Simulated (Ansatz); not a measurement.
PBE exchange is replaced step by step with exact exchange (0 % is PBE, 25 % PBE0; no dispersion term), basis def2-SVP, Ansatz. System: In₈Sb₈H₂₂, a nanocrystal cut from wurtzite InSb (hydrogen-capped). The state is a singlet with charge 0. Geometry: PBE-D4/def2-SVP.

Geometry of the singlet:

```csv
atom,x (Å),y (Å),z (Å)
In1,1.763,2.827,-4.418
Sb2,0.826,0.073,-4.908
Sb3,1.600,2.389,-1.566
In4,-1.071,2.178,-0.592
In5,0.025,-1.935,-3.000
Sb6,-1.794,-0.514,-1.319
Sb7,-1.126,2.088,2.257
In8,-3.790,2.215,3.371
In9,-2.673,-2.232,0.786
Sb10,-4.355,-0.498,2.359
In11,3.436,0.406,-0.677
Sb12,2.236,-2.118,-1.215
Sb13,2.987,0.602,2.176
In14,0.463,0.078,3.494
In15,2.053,-3.778,1.166
Sb16,-0.252,-2.392,2.275
H17,0.450,3.838,-4.934
H18,3.429,2.817,-4.906
H19,-0.453,0.089,-6.060
H20,1.938,-0.740,-5.938
H21,2.184,3.816,-0.796
H22,-2.167,3.348,-1.282
H23,-0.558,-3.405,-3.728
H24,-3.195,-0.331,-2.304
H25,-0.315,3.541,2.708
H26,-4.782,3.261,2.404
H27,-3.700,2.032,5.095
H28,-3.442,-3.723,0.317
H29,-5.860,-0.506,1.525
H30,-4.901,-1.494,3.651
H31,5.111,0.624,-1.101
H32,3.436,-2.866,-2.199
H33,3.360,2.234,2.570
H34,4.293,-0.096,3.052
H35,0.600,0.127,5.229
H36,1.586,-5.384,0.707
H37,3.384,-3.244,2.158
H38,-0.726,-3.324,3.643
```

In the def2 sets In, Sb take a core potential; there is no spin–orbit coupling. Single mean-field runs in def2-SVP are fitted with def2-universal-jkfit.

| exact exchange (%) | HOMO (eV) | LUMO (eV) | gap (eV) |
| --- | --- | --- | --- |
| 0 | -5.65 | -2.66 | 2.99 |
| 5 | -5.81 | -2.54 | 3.28 |
| 10 | -5.98 | -2.41 | 3.57 |
| 15 | -6.15 | -2.29 | 3.86 |
| 25 | -6.50 | -2.03 | 4.46 |
| 35 | -6.85 | -1.78 | 5.08 |

Q: Fit a straight line to the column «gap (eV)» against the share of exact exchange and predict its value at 50 %.

A: With x = exact exchange (%) and y = gap (eV): mean x = 15, mean y = 3.873; Σ(x − x̄)(y − ȳ) = 50.7, Σ(x − x̄)² = 850; slope b = 0.05965, intercept a = ȳ − b·x̄ = 2.978. The residuals of the fitted rows reach 0.01. At x = 50 the line gives 2.978 + (0.05965 × 50) = 5.96; the run gave 6.01, 0.05 more than the line.
